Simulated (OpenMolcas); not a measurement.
**C2H7NSi (SMILES NC1C[SiH2]1): the vertical ionisation energy from total energies**

C2H7NSi: 11 atoms, total charge 0, spin state singlet. SMILES: `NC1C[SiH2]1`. Geometry: relaxed at PBE0-D4/def2-TZVP. This is one conformer, not always the lowest.

```xyz
11

N    -1.3372    0.8261   -0.3142
C     0.0481    0.5874   -0.0151
C     0.2961   -0.5197    1.0252
Si    0.8450   -0.9559   -0.6851
H    -1.4504    1.2883   -1.2060
H    -1.7740    1.4015    0.3975
H     0.7014    1.4542    0.1186
H     1.0251   -0.3117    1.8013
H    -0.6079   -0.9970    1.3906
H     2.2887   -0.9399   -1.0055
H     0.0303   -1.8901   -1.4868
```

Both states at this one shape; open shells run unrestricted unless said. 1 Eh = 27.2114 eV.

```tsv
level	program	singlet C2H7NSi (Eh)	doublet C2H7NSi+ (Eh)	HOMO of the first (eV)
TPSS/def2-SVP	OpenMolcas	-424.471583	-424.174057	-5.00
B3LYP/6-31G* (Cartesian functions)	OpenMolcas	-424.609546	-424.307885	-5.86
B3LYP/def2-SVP	OpenMolcas	-424.442257	-424.137259	-5.96
M06-2X/def2-SVP	OpenMolcas	-424.333202	-424.020518	-7.37
```

**Question.** Work out the vertical ionisation energy at each level.

**Answer.** 
1. TPSS/def2-SVP: -424.174057 − (-424.471583) = 0.297526 Eh = 8.10 eV; −ε(HOMO) = 5.00 eV.
2. B3LYP/6-31G* (Cartesian functions): -424.307885 − (-424.609546) = 0.301661 Eh = 8.21 eV; −ε(HOMO) = 5.86 eV.
3. B3LYP/def2-SVP: -424.137259 − (-424.442257) = 0.304998 Eh = 8.30 eV; −ε(HOMO) = 5.96 eV.
4. M06-2X/def2-SVP: -424.020518 − (-424.333202) = 0.312684 Eh = 8.51 eV; −ε(HOMO) = 7.37 eV.

No measured value is set beside it here; the levels span 8.10 to 8.51 eV. In semi-local functionals −ε(HOMO) lies far under the ionisation energy, a result of self-interaction.
